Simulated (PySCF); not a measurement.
Method: TPSSh-D3(BJ)/def2-TZVP // PBE0-D3(BJ)/def2-TZVP (PySCF 2.14.0). Isolated molecules, 0 K electronic values unless said otherwise. One relaxed conformer stands for a flexible species; it need not be the lowest. Delta-SCF ions had no search for a lower state. 

Reference species (SMILES): `[AlH3]` (neutral, multiplicity 1).

- vertical ionisation energy (Delta-SCF) = 11.11 eV
- HOMO–LUMO gap = 6.03 eV

Changed species: `[AlH2][SH]` (1 of 3 H replaced by SH; the reference has 0 of 3 H replaced by SH).

Task: What does the change do to the vertical ionisation energy (Delta-SCF) and HOMO–LUMO gap?

Result: the vertical ionisation energy (Delta-SCF) falls by 0.93 eV, to 10.18 eV; the HOMO–LUMO gap drops by 0.50 eV, to 5.53 eV.
